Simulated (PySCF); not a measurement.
Vertical excitations of a molecule C4H5Br from PySCF 2.14.0 with TDA-PBE/def2-SVPD, as energy in eV (oscillator strength): 4.05 (0.000), 5.02 (0.008), 5.77 (0.002), 5.81 (0.000), 5.87 (0.000), 5.97 (0.013), 6.18 (0.000), 6.35 (0.000), 6.36 (0.403), 6.67 (0.001). Lowest triplet (TDA): 3.62 eV. Geometry optimised at B3LYP-D3(BJ)/def2-SVP. The values are those of a single conformer.

Problem. Identify the compound among the candidates.
A. C=CC(=C)Br
B. CC=C=CBr
C. C=C=C(C)Br
D. C=C/C=C/Br

Solution. C, C=C=C(C)Br
